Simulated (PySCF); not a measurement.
# Electron correlation in B (boron, neutral)

[He] 2s1 2p2, high-spin 4P determinant (an excited configuration). All numbers are calculated (PySCF 2.14, the non-relativistic Hamiltonian (point nucleus), in dyall-av2z (11s7p2d, 42 functions)). Frozen: 1s2; 3 electrons correlated; the 8 highest virtual orbitals of each spin left out.

| level | correlation energy (mhartree) |
| --- | --- |
| CCSD | -14.36 |
| (T) | -0.06 |
| CCSD(T) | -14.42 |
| CCSDT | -14.45 |
| FCI | -14.45 |

Diagnostics: T1 = 0.0047, D1 = 0.0076, largest double amplitude 0.033, weight of the Hartree-Fock determinant in FCI 0.9887 (5456 determinants).

**Question.** Is a single reference adequate?

**Answer.** Yes: T1 lies below 0.03 and no double amplitude reaches 0.07.
